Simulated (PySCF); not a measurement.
PySCF 2.14 output of an unrestricted PBE0 calculation on a single atom or ion in aug-cc-pVQZ-DK, with the spin-free X2C one-electron Hamiltonian (Gaussian nucleus):

```
SCF conv_tol = 1e-09
number electrons alpha = 6  beta = 1
    C. Adamo and V. Barone.,  J. Chem. Phys. 110, 6158 (1999)
    M. Ernzerhof and G. E. Scuseria.,  J. Chem. Phys. 110, 5029 (1999)
cycle= 1 E= -73.1955164172022  delta_E= -0.00177  |g|= 0.00534  |ddm|= 0.213
cycle= 2 E= -73.1955212024813  delta_E= -4.79e-06  |g|= 0.000391  |ddm|= 0.00998
cycle= 3 E= -73.1955212691363  delta_E= -6.67e-08  |g|= 7.69e-05  |ddm|= 0.000687
cycle= 4 E= -73.1955212708518  delta_E= -1.72e-09  |g|= 8.16e-06  |ddm|= 0.000161
cycle= 5 E= -73.195521270894  delta_E= -4.21e-11  |g|= 3.07e-07  |ddm|= 1.81e-05
converged SCF energy = -73.195521270894  <S^2> = 8.7500059  2S+1 = 6.000002
```

The run itself started from symmetry-adapted Hartree-Fock orbitals and held the occupation by maximum overlap, on a logarithmic radial grid, so the iterations belong to that start.

Problem. Which element, charge and spin multiplicity is this?

Solution. O⁺ (oxygen, charge +1), multiplicity 6; the state was [He] 2s1 2p3 3d1, high-spin 6D determinant (an excited configuration).

The outer electron is Rydberg-like, and this basis confines it to a smaller radius and binds it less than a complete one would.
